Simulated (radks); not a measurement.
Values are calculated unless marked as measured or tabulated.
Question: Species: Tb12+. Configuration: [Kr] 4d10 4f5 5s2. Level of theory: Dirac Kohn-Sham, PBEsol, spin-unpolarised, spherical densities, point nucleus; open shells are shared between the two j in proportion to 2j + 1 (a radial shooting solver on a logarithmic mesh with Libxc functionals).

Spin-orbit splittings of the eigenvalues, e(l+1/2) - e(l-1/2), with zeta = 2 splitting/(2l+1) and mean radii in bohr:

shell  occ.  splitting (eV)  zeta (eV)  <r> j=l-1/2  <r> j=l+1/2
2p        6           746.2      497.4      0.07591      0.08286
3p        6           154.1      102.7       0.2286       0.2418
3d       10               ?          ?       0.2141       0.2182
4p        6           35.52      23.68       0.5452       0.5732
4d       10           6.641      2.656       0.5972       0.6063
4f        5           1.151     0.3289       0.6667       0.6712

Estimate the 3d splitting.

Answer: 33.61 eV (zeta = 13.45 eV).
